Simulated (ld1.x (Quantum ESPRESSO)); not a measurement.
## Transferability test, PAW potential for Co

ld1.x (Quantum ESPRESSO) 7.5 input, shortened:

```
&input
   title='Co', zed=27., rel=1, dft='PZ', iswitch=3,
   config='[Ar] 3d7 4s2 4p0'
 /
 &inputp
   pseudotype=3, lpaw=.true., tm=.true., lloc=-1, rcloc=1.15,
   nlcc=.true., new_core_ps=.true., rcore=1.15,
   which_augfun='BG', rmatch_augfun=0.95
 /
6
3S  1  0   2.00   0.00  1.30  1.40  0.0
4S  2  0   2.00   0.00  1.30  1.40  0.0
3P  2  1   6.00   0.00  1.15  1.45  0.0
4P  3  1   0.00   0.00  1.15  1.45  0.0
3D  3  2   7.00   0.00  1.15  1.25  0.0
3D  3  2   0.00  -0.30  1.15  1.25  0.0
 &test
   configts(1)='3s2 3p6 3d7 4s2 4p0'
 /
```

Energies are relative to the spin-unpolarised reference configuration 3s2 3p6 3d7 4s2 4p0; without spin polarisation the order of configurations can differ from experiment. Not all tests gave a result: test run stopped at test 5 of 9 (negative rho).

Its overlap operator is not positive definite in a basis up to 400 Ry (lowest eigenvalue p -10.01), so the file is unfit for use: the generalised eigenproblem breaks down once the basis is large enough, and its test numbers describe a broken file.

```json
{"valence configuration": "3s2 3p6 3d7 4s1 4p0", "charge": "+1", "ΔE all-electron (eV)": "9.296", "error AE − PS (meV)": "-73"}
{"valence configuration": "3s2 3p6 3d7 4s0 4p0", "charge": "+2", "ΔE all-electron (eV)": "26.380", "error AE − PS (meV)": "-434"}
{"valence configuration": "3s2 3p6 3d6 4s0 4p0", "charge": "+3", "ΔE all-electron (eV)": "62.569", "error AE − PS (meV)": "-509"}
{"valence configuration": "3s2 3p6 3d8 4s0 4p0", "charge": "+1", "ΔE all-electron (eV)": "6.705", "error AE − PS (meV)": "-247"}
```

These tests converged, but a pseudo level misses the all-electron one widely, so the file describes the atom poorly there or has found another state: 3s2 3p6 3d6 4s0 4p0: empty 4p by 7.1 eV (a node warning on the way).

The ghost test of this file was not conclusive.
